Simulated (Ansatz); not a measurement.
Molecule: FeH (charge 0, quartet). The spin state was set by rule; other spins were not relaxed. 
Structure (B3LYP-D3(BJ)/def2-TZVP (Ansatz, a quantum-chemistry and plane-wave program) minimum search):
```
Fe
H 1 1.5707
```
Charge 0, spin multiplicity 4.

Property: vertical electron affinity (to the quintet state of charge -1; a negative value means that the extra electron is unbound and the number depends on the basis; each state is the SCF solution reached for its spin; the UHF <S^2> is 6.53 for the quintet (pure: 6.00) and 4.74 for the quartet (pure: 3.75); for the quintet T1 is 0.142; for the quartet T1 is 0.152), in eV. Cores are frozen in the correlated levels unless marked. UHF or UKS for open shells. Spin-orbit coupling is left out. Frozen are the shells of the preceding noble gas and the d and f shells that filled before the atom's block. Non-relativistic. Anions need diffuse functions: def2-D sets add few. Basis-set limits of correlation are two-point, X^-3; Hartree-Fock from the larger set. The program attaches cautions to a run behind CCSD/def2-SVPD: other amplitudes. The program attaches cautions to a run behind CCSD/def2-TZVPPD: other amplitudes. The program attaches cautions to a run behind CCSD/def2-QZVPPD: other amplitudes. The program attaches cautions to a run behind CCSD/CBS(def2-TZVPPD,def2-QZVPPD): other amplitudes. The program attaches cautions to a run behind CCSD(T)/def2-SVPD: other amplitudes. The program attaches cautions to a run behind CCSD(T)/def2-TZVPPD: other amplitudes. The program attaches cautions to a run behind CCSD(T)/def2-QZVPPD: other amplitudes. The program attaches cautions to a run behind CCSD(T)/CBS(def2-TZVPPD,def2-QZVPPD): other amplitudes.

```json
[
 {"level": "SVWN5/def2-TZVPD", "program": "Ansatz", "vertical electron affinity (eV)": "0.74"},
 {"level": "PBE/def2-TZVPD", "program": "Ansatz", "vertical electron affinity (eV)": "0.66"},
 {"level": "r2SCAN/def2-TZVPD", "program": "Ansatz", "vertical electron affinity (eV)": "0.77"},
 {"level": "B3LYP/def2-TZVPD", "program": "Ansatz", "vertical electron affinity (eV)": "0.65"},
 {"level": "PBE0/def2-TZVPD", "program": "Ansatz", "vertical electron affinity (eV)": "0.66"},
 {"level": "BHLYP/def2-TZVPD", "program": "Ansatz", "vertical electron affinity (eV)": "0.54"},
 {"level": "CAM-B3LYP/def2-TZVPD", "program": "Ansatz", "vertical electron affinity (eV)": "0.64"},
 {"level": "wB97M-V/def2-TZVPD", "program": "Ansatz", "vertical electron affinity (eV)": "0.52"},
 {"level": "wB97X-V/def2-TZVPD", "program": "Ansatz", "vertical electron affinity (eV)": "0.53"},
 {"level": "wB97X/def2-TZVPD", "program": "Ansatz", "vertical electron affinity (eV)": "0.58"},
 {"level": "CCSD/def2-SVPD", "program": "Ansatz", "vertical electron affinity (eV)": "0.54"},
 {"level": "CCSD/def2-TZVPPD", "program": "Ansatz", "vertical electron affinity (eV)": "0.70"},
 {"level": "CCSD/def2-QZVPPD", "program": "Ansatz", "vertical electron affinity (eV)": "0.77"},
 {"level": "CCSD/CBS(def2-TZVPPD,def2-QZVPPD)", "program": "Ansatz", "vertical electron affinity (eV)": "0.75"},
 {"level": "CCSD(T)/def2-SVPD", "program": "Ansatz", "vertical electron affinity (eV)": "0.57"},
 {"level": "CCSD(T)/def2-TZVPPD", "program": "Ansatz", "vertical electron affinity (eV)": "0.77"},
 {"level": "CCSD(T)/def2-QZVPPD", "program": "Ansatz", "vertical electron affinity (eV)": "0.85"},
 {"level": "CCSD(T)/CBS(def2-TZVPPD,def2-QZVPPD)", "program": "Ansatz", "vertical electron affinity (eV)": "0.84"}
]
```
